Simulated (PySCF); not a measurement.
## AsF⁺: frontier orbitals

BHandHLYP at R = 1.709 Å; PySCF, no relativity, basis sets As pcseg-1, F pcseg-1. State: ²Π (doublet), unpaired electrons π ↑. Only the outer orbitals are listed, counted within each symmetry.

| spin | orbital | occ. | ε (eV) | on As (%) | main shells (%) |
| --- | --- | --- | --- | --- | --- |
| α | 8σ | 1 | -44.83 | 6 | 92 F s |
| α | 9σ | 1 | -27.65 | 68 | 67 As s, 26 F p |
| α | 4π | 1 | -22.69 | 10 | 90 F p, 8 As p |
| α | 4π | 1 | -22.15 | 9 | 91 F p |
| α | 10σ | 1 | -21.79 | 46 | 53 F p, 26 As s, 19 As p |
| α | 5π | 1 | -16.06 | 92 | 92 As p |
| α | 5π | 0 | -11.42 | 93 | 93 As p |
| α | 11σ | 0 | -7.34 | 91 | 78 As p, 10 F p, 10 As d |
| α | 12σ | 0 | 0.02 | 100 | 100 As s |
| β | 8σ | 1 | -44.62 | 6 | 92 F s |
| β | 9σ | 1 | -26.67 | 58 | 57 As s, 36 F p |
| β | 4π | 1 | -22.12 | 9 | 91 F p |
| β | 4π | 1 | -21.86 | 7 | 93 F p |
| β | 10σ | 1 | -21.23 | 56 | 44 F p, 36 As s, 19 As p |
| β | 5π | 0 | -11.10 | 94 | 94 As p |
| β | 5π | 0 | -10.04 | 95 | 95 As p |
| β | 11σ | 0 | -7.01 | 92 | 78 As p, 10 F p, 9 As d |

Task: Which are the highest filled and the lowest empty level, where do they sit, and how wide is the gap?

Result: Highest filled α 5π at -16.06 eV (in %: 92 As p); lowest empty α 5π at -11.42 eV (in %: 93 As p); the gap at BHandHLYP is 4.64 eV. Both belong to one degenerate shell, split only by its one-sided filling, so this is no excitation gap.

| Quantity | Value |
| --- | --- |
| bond order (Mayer) | 1.09 |
| ⟨S²⟩ | 0.754 |
| charge on As (Mulliken, basis-dependent) | 1.34 |
| charge on As (Löwdin, basis-dependent) | 1.13 |
| dipole moment (positive dipole points towards F; it is taken about the centre of mass and depends on that origin) | -2.91 D |

Spin–orbit coupling is left out. The state is the lowest determinant that a PBE0 search found; another state may lie lower at other levels.
